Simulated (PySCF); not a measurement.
## Si (silicon, neutral) across methods

[Ne] 3s1 3p2 4s1, high-spin 5P determinant (an excited configuration). Calculation: PySCF 2.14, in aug-cc-pCVTZ-DK with one added diffuse shell each of s, p, d, f type (9s8p6d4f, 91 functions); the spin-free X2C one-electron Hamiltonian (Gaussian nucleus).

```tsv
method	E (hartree)	mean ε 3s α (eV)	mean ε 3p α (eV)	mean ε 4s α (eV)	Σ⟨r²⟩ (bohr²)	⟨S²⟩
MN15	-289.6166	-18.078	-10.127	-2.428	72.33	6.000
PBE0	-289.4996	-17.937	-9.896	-2.356	68.38	6.000
UHF	-289.14840	-22.899	-13.180	-3.126	73.27	6.000
PBE	-289.4734	-16.127	-8.676	-2.009	67.34	6.000
LDA	-288.4478	-16.116	-8.610	-2.081	66.18	6.000
TPSSh	-289.6276	-17.001	-9.230	-2.081	68.16	6.000
wB97X	-289.6014	-20.667	-12.227	-3.173	71.73	6.000
BP86	-289.6467	-16.178	-8.708	-2.104	66.32	6.000
r2SCAN	-289.5988	-16.753	-9.055	-2.011	68.42	6.000
```

The outer electron is Rydberg-like, and this basis confines it to a smaller radius and binds it less than a complete one would.
